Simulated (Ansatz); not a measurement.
Molecule: CH3Zn, net charge 0, doublet state. The spin state was set by rule; other spins were not relaxed. 
Structure (B3LYP-D3(BJ)/def2-TZVP (Ansatz, a first-principles code) minimum search):
```
C
H 1 1.0892
H 1 1.0892 2 110.98
H 1 1.0892 2 110.98 3 -123.89
Zn 1 2.0683 2 107.92 4 -118.06
```
Charge 0, spin multiplicity 2.

Basis-set convergence of Hartree-Fock and MP2 correlation energies (hartree) with Ansatz. Valence correlation only, unless marked. Open shells are spin-unrestricted. No spin-orbit coupling. Frozen are the shells of the preceding noble gas and the d and f shells that filled before the atom's block. No relativistic terms.

| basis | functions | E(HF) | E(corr, MP2) |
|---|---|---|---|
| def2-SVPD | 78 | -1817.11119 | -0.45111 |
| def2-TZVPPD | 155 | … | … |

### Question
Some entries are withheld; supply them.

### Answer

- def2-TZVPPD, E(HF): -1817.39492
- def2-TZVPPD, E(corr, MP2): -0.67259
